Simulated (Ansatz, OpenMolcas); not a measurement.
# How methods differ on C4H12Ge (SMILES CC(C)C[GeH3])

The species is C4H12Ge (17 atoms), meant as a singlet with charge 0. SMILES: `CC(C)C[GeH3]`. The coordinates come from a PBE0-D4/def2-TZVP relaxation. This is one conformer, not always the lowest.

Quantity: the vertical energy of the triplet above the singlet, in eV. The values are calculated.

```json
{"level": "SVWN5/6-31G* (spherical functions)", "kind": "LDA", "program": "OpenMolcas", "value (eV)": "7.19", "CPU time (all runs)": "3.6 min"}
{"level": "BLYP/6-31G* (spherical functions)", "kind": "GGA", "program": "OpenMolcas", "value (eV)": "7.20", "CPU time (all runs)": "4.5 min"}
{"level": "PBE/6-31G* (spherical functions)", "kind": "GGA", "program": "OpenMolcas", "value (eV)": "7.20", "CPU time (all runs)": "5.6 min"}
{"level": "revPBE/6-31G* (spherical functions)", "kind": "GGA", "program": "OpenMolcas", "value (eV)": "7.23", "CPU time (all runs)": "4.6 min"}
{"level": "TPSS/6-31G* (spherical functions)", "kind": "meta-GGA", "program": "OpenMolcas", "value (eV)": "7.35", "CPU time (all runs)": "6.9 min"}
{"level": "B3LYP/6-31G* (spherical functions)", "kind": "global hybrid", "program": "Ansatz", "value (eV)": "7.50", "CPU time (all runs)": "69 s"}
{"level": "PBE0/6-31G* (spherical functions)", "kind": "global hybrid", "program": "OpenMolcas", "value (eV)": "7.54", "CPU time (all runs)": "3.9 min"}
{"level": "B3LYP/6-31G* (Cartesian functions)", "kind": "global hybrid", "program": "Ansatz", "value (eV)": "7.49", "CPU time (all runs)": "75 s"}
```

All-electron rows without a relativistic Hamiltonian named are non-relativistic. The values span 7.19 to 7.54 eV. A triplet this far above the singlet is often a Rydberg-like or dissociative state; sets without diffuse functions put Rydberg states too high. Times are those of the runs behind each value, whatever else they computed, on shared processors of several kinds: orders of magnitude only.
